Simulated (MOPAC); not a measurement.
MOPAC input (AM1):

```
AM1 1SCF UHF MS=0.5 GEO-OK AUX(PRECISION=9) THREADS=1
H6N3Si

N     0.46818000 1    1.31245600 1   -0.84217300 1
Si   -0.07088400 1    0.18859800 1    0.36024300 1
N     1.14674600 1   -1.03270900 1    0.51910800 1
N    -1.50377900 1   -0.57547100 1   -0.24180200 1
H     0.99332500 1    2.13272600 1   -0.58248400 1
H    -0.14081600 1    1.49603300 1   -1.62622600 1
H     1.26970800 1   -1.52798200 1    1.38838700 1
H     2.02797900 1   -0.88742200 1    0.04832800 1
H    -2.41528800 1   -0.19964600 1   -0.03211800 1
H    -1.52056500 1   -1.58400900 1   -0.28522200 1
```

Output:

```
 *******************************************************************************
 **                                                                           **
 **                              MOPAC v23.2.5                                **
 **                                                                           **
 *******************************************************************************
 ** MOPAC's Digital Object Identifier: https://doi.org/10.5281/zenodo.6511958 **
 **                                                                           **
 ** Please cite the open-source release paper for use of this MOPAC version:  **
 ** J. E. Moussa and J. J. P. Stewart (2026)                                  **
 ** MOPAC: An open-source semiempirical molecular orbital program             **
 ** J. Open Source Softw., 11(119), 8025, https://doi.org/10.21105/joss.08025 **
 *******************************************************************************

                              AM1 CALCULATION RESULTS

 *******************************************************************************
 *  AM1        - The AM1 Hamiltonian to be used
 *  GEO-OK     - OVERRIDE INTERATOMIC DISTANCE AND OTHER SAFETY CHECKS
 *  UHF        - UNRESTRICTED HARTREE-FOCK CALCULATION
 *  MS=        - IN MECI, MAGNETIC COMPONENT OF SPIN =  0.5
 *  1SCF       - DO 1 SCF AND THEN STOP
 *  AUX        - OUTPUT AUXILIARY INFORMATION
 *******************************************************************************
AM1 1SCF UHF MS=0.5 GEO-OK AUX(PRECISION=9) THREADS=1
 H6N3Si

   ATOM   CHEMICAL          X               Y               Z
  NUMBER   SYMBOL      (ANGSTROMS)     (ANGSTROMS)     (ANGSTROMS)

     1       N          0.46818000  *   1.31245600  *  -0.84217300  *
     2      Si         -0.07088400  *   0.18859800  *   0.36024300  *
     3       N          1.14674600  *  -1.03270900  *   0.51910800  *
     4       N         -1.50377900  *  -0.57547100  *  -0.24180200  *
     5       H          0.99332500  *   2.13272600  *  -0.58248400  *
     6       H         -0.14081600  *   1.49603300  *  -1.62622600  *
     7       H          1.26970800  *  -1.52798200  *   1.38838700  *
     8       H          2.02797900  *  -0.88742200  *   0.04832800  *
     9       H         -2.41528800  *  -0.19964600  *  -0.03211800  *
    10       H         -1.52056500  *  -1.58400900  *  -0.28522200  *

          CARTESIAN COORDINATES

    NO.       ATOM           X           Y           Z

     1         N          0.4682      1.3125     -0.8422
     2        Si         -0.0709      0.1886      0.3602
     3         N          1.1467     -1.0327      0.5191
     4         N         -1.5038     -0.5755     -0.2418
     5         H          0.9933      2.1327     -0.5825
     6         H         -0.1408      1.4960     -1.6262
     7         H          1.2697     -1.5280      1.3884
     8         H          2.0280     -0.8874      0.0483
     9         H         -2.4153     -0.1996     -0.0321
    10         H         -1.5206     -1.5840     -0.2852

  H: (AM1): M.J.S. DEWAR ET AL, J. AM. CHEM. SOC. 107 3902-3909 (1985)
  N: (AM1): M.J.S. DEWAR ET AL, J. AM. CHEM. SOC. 107 3902-3909 (1985)
 Si: (AM1): M.J.S.DEWAR, C. JIE, ORGANOMETALLICS, 6, 1486-1490 (1987).

           Empirical Formula: H6 N3 Si  =    10 atoms

      MOLECULAR POINT GROUP   :   C3

          UHF CALCULATION, NO. OF ALPHA ELECTRONS =   13
                           NO. OF BETA  ELECTRONS =   12

 -------------------------------------------------------------------------------
 AM1 1SCF UHF MS=0.5 GEO-OK AUX(PRECISION=9) THREADS=1
 H6N3Si

     1SCF WAS SPECIFIED, SO BFGS WAS NOT USED
     SCF FIELD WAS ACHIEVED

                              AM1 CALCULATION
                                                       MOPAC v23.2.5 Linux

          FINAL HEAT OF FORMATION =        -52.57453 KCAL/MOL =    -219.97184 KJ/MOL

          COSMO AREA              =        111.33 SQUARE ANGSTROMS
          COSMO VOLUME            =         98.59 CUBIC ANGSTROMS

          IONIZATION POTENTIAL    =          7.166585 EV
          ALPHA SOMO LUMO (EV)    =         -7.167  2.156
          BETA  SOMO LUMO (EV)    =         -9.567  0.529
          NO. OF ALPHA ELECTRONS  =         13
          NO. OF BETA  ELECTRONS  =         12
          MOLECULAR WEIGHT        =         76.1530         POINT GROUP:  C3

          MOLECULAR DIMENSIONS (Angstroms)

            Atom       Atom       Distance
            H     7    H     6     4.49690
            H     9    H     5     4.07525
            H     5    H     8     1.65633

          SCF CALCULATIONS        =          1

   ATOM   CHEMICAL          X               Y               Z
  NUMBER   SYMBOL      (ANGSTROMS)     (ANGSTROMS)     (ANGSTROMS)

     1       N          0.46818000  *   1.31245600  *  -0.84217300  *
     2      Si         -0.07088400  *   0.18859800  *   0.36024300  *
     3       N          1.14674600  *  -1.03270900  *   0.51910800  *
     4       N         -1.50377900  *  -0.57547100  *  -0.24180200  *
     5       H          0.99332500  *   2.13272600  *  -0.58248400  *
     6       H         -0.14081600  *   1.49603300  *  -1.62622600  *
     7       H          1.26970800  *  -1.52798200  *   1.38838700  *
     8       H          2.02797900  *  -0.88742200  *   0.04832800  *
     9       H         -2.41528800  *  -0.19964600  *  -0.03211800  *
    10       H         -1.52056500  *  -1.58400900  *  -0.28522200  *

                             CARTESIAN COORDINATES

   1    N        0.468180000     1.312456000    -0.842173000
   2   Si       -0.070884000     0.188598000     0.360243000
   3    N        1.146746000    -1.032709000     0.519108000
   4    N       -1.503779000    -0.575471000    -0.241802000
   5    H        0.993325000     2.132726000    -0.582484000
   6    H       -0.140816000     1.496033000    -1.626226000
   7    H        1.269708000    -1.527982000     1.388387000
   8    H        2.027979000    -0.887422000     0.048328000
   9    H       -2.415288000    -0.199646000    -0.032118000
  10    H       -1.520565000    -1.584009000    -0.285222000

           Empirical Formula: H6 N3 Si  =    10 atoms

      MOLECULAR POINT GROUP   :   C3

          ALPHA EIGENVALUES
 -31.80519 -31.43361 -31.43361 -16.45493 -16.08662 -16.08661 -15.68251 -13.58686
 -13.58686 -11.18515 -10.05045 -10.05045  -7.16659   2.15614   2.15614   3.01679
   5.54931   5.54931   5.87613   6.62909   6.62910   6.67753

           BETA EIGENVALUES
 -31.61418 -31.24580 -31.24580 -16.39664 -16.02524 -16.02524 -15.33171 -13.50384
 -13.50383 -10.36210  -9.56746  -9.56746   0.52935   2.77818   2.77818   3.18304
   5.60939   5.60939   5.97414   6.67640   6.67640   6.69886

              NET ATOMIC CHARGES AND DIPOLE CONTRIBUTIONS

  ATOM NO.   TYPE          CHARGE      No. of ELECS.   s-Pop       p-Pop
    1          N          -0.681965        5.6820     1.54710     4.13487
    2         Si           1.018256        2.9817     0.93922     2.04252
    3          N          -0.681965        5.6820     1.54710     4.13487
    4          N          -0.681965        5.6820     1.54710     4.13487
    5          H           0.167348        0.8327     0.83265
    6          H           0.175199        0.8248     0.82480
    7          H           0.167348        0.8327     0.83265
    8          H           0.175199        0.8248     0.82480
    9          H           0.167348        0.8327     0.83265
   10          H           0.175199        0.8248     0.82480
 DIPOLE           X         Y         Z       TOTAL
 POINT-CHG.    -0.525     1.396     2.666     3.055
 HYBRID         0.165    -0.440    -0.841     0.963
 SUM           -0.359     0.956     1.826     2.092

          ATOMIC ORBITAL ELECTRON POPULATIONS

     Atom    s        px        py        pz
    1  N   1.54710   1.48457   1.33831   1.31198
    2 Si   0.93922   0.58462   0.64139   0.81651
    3  N   1.54710   1.26756   1.55059   1.31671
    4  N   1.54710   1.17822   1.16212   1.79452
    5  H   0.83265
    6  H   0.82480
    7  H   0.83265
    8  H   0.82480
    9  H   0.83265
   10  H   0.82480

                    (SZ)    =    0.500000
                    (S**2)  =    0.755330

          ATOMIC ORBITAL SPIN POPULATIONS

    Atom   Total    s     px     py     pz
         Atomic
    1  N  0.0803 -0.001  0.045  0.002  0.036
    2 Si  0.7633  0.269  0.013  0.102  0.379
    3  N  0.0803 -0.001 -0.004  0.064  0.022
    4  N  0.0803 -0.001 -0.001 -0.001  0.083
    5  H -0.0032 -0.003
    6  H  0.0018  0.002
    7  H -0.0032 -0.003
    8  H  0.0018  0.002
    9  H -0.0032 -0.003
   10  H  0.0018  0.002

 **********************
 *                    *
 * JOB ENDED NORMALLY *
 *                    *
 **********************

 == MOPAC DONE ==
```

The geometry given is a B3LYP-D3(BJ)/def2-TZVP minimum.
